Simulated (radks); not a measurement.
Species: Zr. Configuration: [Kr] 4d2 5s1 7p1 (not the ground configuration). Calculated with a radial shooting solver on a logarithmic mesh with Libxc functionals: scalar-relativistic Kohn-Sham, PBE, spin-polarised, spherical densities, point nucleus; open shells are filled with parallel spins first (spin-orbit coupling, left out, can overturn this in heavy ions).

Normalised radial functions P(r) = r R(r), r in bohr:

r	5s up	7p up
0.001771	0.0173	0.0001
0.002498	0.0233	0.0002
0.003524	0.0310	0.0003
0.004931	0.0403	0.0005
0.006956	0.0512	0.0010
0.009811	0.0624	0.0017
0.01384	0.0713	0.0031
0.01952	0.0733	0.0054
0.02754	0.0615	0.0090
0.03884	0.0286	0.0140
0.05436	-0.0255	0.0195
0.07667	-0.0893	0.0232
0.1082	-0.1234	0.0205
0.1526	-0.0774	0.0065
0.2152	0.0558	-0.0170
0.3035	0.1799	-0.0353
0.4282	0.1386	-0.0269
0.5992	-0.0882	0.0118
0.8452	-0.2983	0.0542
1.192	-0.2117	0.0541
1.682	0.1766	-0.0058
2.372	0.5476	-0.0849
3.346	0.6067	-0.1068
4.72	0.3704	-0.0178
6.605	0.1294	0.1234
9.316	0.0214	0.1709
13.14	0.0013	0.0135
18.54	0.0000	-0.2421
26.15	0.0000	-0.2185
36.88	0.0000	-0.0408
52.03	0.0000	-0.0017

5s up: eigenvalue -8.968 eV, 4 radial nodes at r = 0.0471, 0.190, 0.535, 1.46 bohr, <r> = 3.38 bohr, 90 % of the charge inside 4.93 bohr. 7p up: eigenvalue -0.674 eV, 5 radial nodes at r = 0.169, 0.550, 1.64, 4.93, 13.4 bohr, <r> = 20.7 bohr, 90 % of the charge inside 28.0 bohr.
